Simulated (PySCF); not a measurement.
BHN, SMILES B=[N] (connectivity only; charge and spin as stated), charge -1, multiplicity 1. The structure is a stationary point at B3LYP-D3(BJ)/def2-TZVPD. The multiplicity is an assumed one; other spin states were not compared. The isomer is the one that the SMILES or the coordinates give; other isomers of the formula were not compared.

Calculation: PySCF with B3LYP-D3(BJ)/def2-TZVPD.

Harmonic wavenumbers (cm⁻¹): 664, 664, 1749, 2730. Rotational constants (GHz): 38.30 (linear); symmetry number 1.

Task: Work out the zero-point energy and the ideal-gas rigid-rotor harmonic-oscillator thermochemistry at 298.15 K and 1 atm.

Result: ZPE = ½ Σ hcν = ½ × 5807 cm⁻¹ = 8.30 kcal/mol. H − E(el) = 10.54 kcal/mol. Entropy in cal/(mol K): translation 35.68, rotation 12.10, vibration 0.71, total 48.49. G − E(el) = -3.92 kcal/mol. Cp = 8.79 cal/(mol K).
